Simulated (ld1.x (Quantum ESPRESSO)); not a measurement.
Varying the TM potential for boron

Base potential:

- Element: B (Z = 5)
- Generator: ld1.x (Quantum ESPRESSO) 7.5
- Type: norm-conserving Troullier–Martins (Kleinman–Bylander form)
- Functional: PBE
- Relativity: scalar-relativistic
- Frozen core: [He]
- Valence charge: 3
- Reference configuration: 2s2 2p1
- Partial waves: 2p (bound): rc 2.50 bohr; 3d channel at 0.45 Ry: rc 2.00 bohr; 2s (bound): rc 1.00 bohr
- Local potential: the s channel
- Core correction: a·sin(br)/r model core, default radius (core density twice the valence density)

Cutoffs, loose and tight: the cutoffs (Ry, on a coarse ladder) from which the occupation-weighted sum of valence levels, in a spherical-Bessel basis at the reference potential, stays within 10 and 1 mRy of its value at 400 Ry. They do not see the model core or the augmentation charge, which bear on the density cutoff. Test errors are all-electron minus pseudo excitation energies from the reference, over the configurations 2s2 2p0; 2s1 2p0; 2s2 2p0.5; 2s2 2p1.3; 2s0 2p3; 2s1 2p2; 2s1 2p1. A dash means not determined; rows that change the core or the reference have their own tests.

| change | outcome | cutoff, loose | cutoff, tight | bound ghosts | largest test error (meV) |
| --- | --- | --- | --- | --- | --- |
| base | generated | 55 Ry | 140 Ry | none | +155 |
| type TM semilocal; local potential the d channel | generated | 55 Ry | 140 Ry | none | +155 |
| wave 3d channel at 0.45 Ry: rc 2.00 bohr becomes 3d channel at 0.56 Ry: rc 2.00 bohr | generated | 55 Ry | 140 Ry | none | +155 |
| local potential the d channel | generated | 55 Ry | 140 Ry | none | +158 |

Question: What comes out with this change to the base: wave 2p (bound): rc 2.50 bohr becomes 2p (bound): rc 2.74 bohr?

Answer: outcome: generated; cutoff, loose: 55 Ry; cutoff, tight: 140 Ry; bound ghosts: none; largest test error (meV): +208.

Question: What comes out with this change to the base: wave 2s (bound): rc 1.00 bohr becomes 2s (bound): rc 1.02 bohr?

Answer: outcome: generated; cutoff, loose: 50 Ry; cutoff, tight: 120 Ry; bound ghosts: none; largest test error (meV): +154.

Question: What comes out with this change to the base: functional LDA (PZ)?

Answer: outcome: generated; cutoff, loose: 60 Ry; cutoff, tight: 140 Ry; bound ghosts: none; largest test error (meV): +142.
